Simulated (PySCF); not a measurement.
Ionisation energy of Bi²⁺ by level of theory

Bi²⁺ [Xe] 4f14 5d10 6s2 6p1 (2P) → Bi³⁺ [Xe] 4f14 5d10 6s2 (1S), as a difference of total energies. All numbers are calculated (PySCF 2.14, scalar relativity by spin-free X2C-1e, in Sapporo-DKH3-DZP-2012 (8s7p6d2f, 73 functions)). Correlated levels: valence and next inner shell: [Kr] 4d10 4f14 frozen. The calculations carry no spin-orbit coupling.

```csv
method,ionisation energy (eV)
UHF,23.058
MP2 (valence and next inner shell),23.338
SCS-MP2 (valence and next inner shell),23.254
CCSD (valence and next inner shell),23.326
CCSD(T) (valence and next inner shell),23.332
```

Question: How much does correlation contribute at CCSD(T) (valence and next inner shell)?

Answer: 23.332 − (23.058) = 0.274 eV, measured against UHF.

A first-order spin-orbit estimate (lowest level to lowest level, LS coupling) adds 1.473 eV.

Errors of the correlated levels include the incompleteness of this basis and the frozen core.

Every method misses the reference by a wide margin, which points to the basis or the choice of state and not to the methods.

For comparison: 25.571 eV (measured; NIST Atomic Spectra Database, ionization energies).
